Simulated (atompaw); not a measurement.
# What one change does to a pseudopotential (chromium, PAW (atompaw))

atompaw 4.2.0.5 input, output lines left out:

```
Cr 24
LDA-PW scalarrelativistic loggrid 1500 logderivrange -2 5 176
4 4 3 0 0 0
4 0 0.5
4 1 0.5
3 2 5
0 0 0
c
c
c
v
c
c
v
v
2
3.00 2.90 2.90 2.80
y
0.9
n
y
1.9
n
y
0.05
n
custom rrkj gramschmidtortho besselshape
3 -0.5 troulliermartins
3.00
3.00
3.00
3.00
1.45
1.45
```

Change: all radii scaled by about 1.21 (s 3.64, p 3.64, d 1.76 bohr); local potential troulliermartins scheme with l = 3 at -0.5 Ry, radius 3.52 bohr; augmentation besselshape compensation charge, radius 3.52 bohr; PAW radius 3.64 bohr; waves and projectors: custom rrkj gramschmidtortho; core correction smooth core density matched at 3.40 bohr.

Cutoffs: the cutoffs (Ry, on a coarse ladder) from which the occupation-weighted sum of valence levels, in a spherical-Bessel basis at the reference potential, stays within 10 and 1 mRy of its value at 400 Ry; they do not see the model core or the augmentation charge, which bear on the density cutoff.

Question: What does the change do?

Answer: The potential gets softer (50 Ry and 80 Ry → 35 Ry and 50 Ry); neither file shows a bound ghost. A larger radius leaves more room for a smooth pseudo-wave, so fewer plane waves are needed.

| quantity | base | changed |
| --- | --- | --- |
| cutoff, loose | 50 Ry | 35 Ry |
| cutoff, tight | 80 Ry | 50 Ry |
| loose cutoff by channel (10 mRy a level) | s 6 Ry, p 6 Ry, d 40 Ry | s 6 Ry, p 6 Ry, d 30 Ry |
| bound ghosts | none | none |
| lowest overlap eigenvalue by channel | s 0.43, p 0.64, d 0.96 | s 0.57, p 0.67, d 0.94 |

 The cutoffs see the waves, projectors and local potential, not the compensation charge or the core.
